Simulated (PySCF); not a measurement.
# Static response to an electric field

AsFH6Si2.
Cartesian coordinates in Å at the PBE0-D3(BJ)/def2-SVP level; atoms count from 1:
```
atom  x, y, z in Å
F1     2.1811    1.4917   -0.1330
Si2    1.8382   -0.0988   -0.0589
As3   -0.0284   -0.4989   -1.4394
Si4   -1.5938    0.2983    0.1518
H5     3.0088   -0.8566   -0.5872
H6     1.6109   -0.4393    1.3756
H7    -0.1111   -1.9338   -0.9182
H8    -2.9592   -0.1384   -0.2661
H9    -1.5258    1.7893    0.1381
H10   -1.3160   -0.1966    1.5345
```

Level: B3LYP/def2-SVPD (PySCF), static field, nuclei fixed, core orbitals frozen in the response. The polarisability tensor in these axes (au):

```
x   108.59  -4.86  -1.54
y    -4.86  77.81   5.71
z    -1.54   5.71  88.05
```

Q: Diagonalise the tensor; give its mean and Δα, where Δα² is half the sum of the squared differences of the eigenvalues.

A: Principal values 74.83, 90.02 and 109.62 au; mean 91.49 au = 13.56 Å³ = 15.08 × 10⁻⁴⁰ C²·m²/J; Δα = 30.21 au (33 % of the mean).

Q: What is the dipole moment, and where does it point?

A: (-0.60, -1.45, 0.33) D, 1.60 D in size, pointing from the negative to the positive side. Measured along this direction, the outermost atoms are F1 at the negative end and H7 at the positive end.

Q: Form Σ f/ω² (atomic units) for the 10 lowest TDDFT singlets, given as eV and f, and set it beside the mean polarisability, which is this sum over all singlets: 5.71, 0.0140; 6.12, 0.0798; 6.21, 0.0140; 6.34, 0.0335; 6.68, 0.0655; 6.79, 0.0194; 6.95, 0.0578; 7.10, 0.1490; 7.26, 0.1372; 7.37, 0.0123.

A: They add up to 9.35 au, 10.2 % of the 91.49 au; the largest single term is 2.19 au, from the state at 7.10 eV. Terms in order: 0.32, 1.58, 0.27, 0.62, 1.09, 0.31, 0.89, 2.19, 1.93, 0.17 au. Higher excitations give the rest. The strengths listed sum to 0.582.

Q: Refractivity n − 1 of an ideal gas of it at 500 K and 1 atm, from the electronic α?

A: N = p/kT = 1.4678 × 10¹⁹ cm⁻³, so n − 1 = 2π × N × 13.56 × 10⁻²⁴ cm³ = 1250 × 10⁻⁶ at long wavelengths.

Q: In a dilute gas of rigid molecules at 250 K, how does the orientational term μ²/3kT compare with the electronic polarisability?

A: In Gaussian units μ²/3kT = 24.71 Å³ against 13.56 Å³, a ratio of 1.82; the Debye molar polarisation (4π/3)N_A(α + μ²/3kT) is 96.5 cm³/mol, leaving out the vibrational part.

One conformer (not necessarily the lowest) at the PBE0-D3(BJ)/def2-SVP geometry, without solvent, vibrations or thermal averaging. The calculation is non-relativistic, for arsenic too.
